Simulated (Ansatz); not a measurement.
Job for Ansatz (a quantum-chemistry and plane-wave program): R-CCSD(T)/cc-pVDZ on C3H7Br (SMILES CC(C)Br). The run froze 17 orbitals, filled d shells among them.

Ansatz 0.2 input:
```yaml
crystal:
  periodic: [false, false, false]
  atoms:
    - {symbol: C, position_ang: [1.27050725, -0.17898443, -0.21516711]}
    - {symbol: C, position_ang: [-0.00001027, 0.44784203, 0.31877842]}
    - {symbol: C, position_ang: [-1.24398583, -0.37584737, 0.06132185]}
    - {symbol: Br, position_ang: [-0.23187959, 2.25519468, -0.50313617]}
    - {symbol: H, position_ang: [1.20102361, -0.34408700, -1.29098220]}
    - {symbol: H, position_ang: [1.42345950, -1.14745871, 0.27043999]}
    - {symbol: H, position_ang: [2.13977176, 0.44591811, -0.01660691]}
    - {symbol: H, position_ang: [0.09807152, 0.68065348, 1.37655350]}
    - {symbol: H, position_ang: [-1.13767741, -1.34794242, 0.55211804]}
    - {symbol: H, position_ang: [-1.38391805, -0.54653230, -1.00673741]}
    - {symbol: H, position_ang: [-2.13536252, 0.11124395, 0.45341797]}
basis:
  gaussian:
    orbitals: cc-pVDZ
magnetization: {spin_polarized: false}
correlation: {method: ccsd_t, electrons: outside_noble_gas}
scf: {lower_state_search: off}
```

Program output:

```
WARN ansatz: RAYON_NUM_THREADS=2 ignored (pool sized by the plan → 2); use --threads N
Functional definition: HF
these checks for a lower state are left out or cut short: stability, starts, cluster_reference, orbital_swaps, neighbouring_geometries, increment
integrals: 0.14 GiB planned
1009 factors; integrals over basis functions are off by at most 1.2e-3 eV
mean field: 0.35 GiB planned
mean field evaluation 1: about -73198.7243 eV, gradient 2.5e1 eV
mean field evaluation 2: about -73198.8350 eV, gradient 2.5e1 eV
mean field evaluation 4: about -73200.8096 eV, gradient 2.4e0 eV
mean field evaluation 8: about -73200.8307 eV, gradient 3.3e-4 eV
mean field -73200.83070443 eV, -2690.0809110826 hartree, gradient 2.4e-6 eV, S^2 0.000000; 0 other end points of the search recorded, 0 dependent functions left out
17 core orbitals not correlated
reference -73200.83070443 eV, -2690.0809110826 hartree; 13, 13 occupied and 74, 74 virtual orbitals, 1009 factors
second order -15.05777661 eV of doubles, -0.00000000 eV of singles
coupled cluster: 0.37 GiB planned
cycle   1  -16.00931312 eV  change   -9.5e-1 eV  update   8.1e-2
cycle   2  -16.41954478 eV  change   -4.1e-1 eV  update   2.4e-2
cycle   3  -16.48654592 eV  change   -6.7e-2 eV  update   9.3e-3
cycle   4  -16.48752175 eV  change   -9.8e-4 eV  update   2.3e-3
cycle   5  -16.48801360 eV  change   -4.9e-4 eV  update   7.3e-4
cycle   6  -16.48792109 eV  change    9.3e-5 eV  update   2.0e-4
cycle   7  -16.48791050 eV  change    1.1e-5 eV  update   6.3e-5
cycle   8  -16.48791510 eV  change   -4.6e-6 eV  update   2.2e-5
perturbative correction -0.46708042 eV, -0.0171648887 hartree
Total energy: -73217.78569994 eV, -2690.7039956753 hartree
Checks for a lower state left out: stability, starts, cluster_reference, orbital_swaps, neighbouring_geometries, increment
```

Self-consistency was reached.

Cost: around 6 core-seconds (rough).
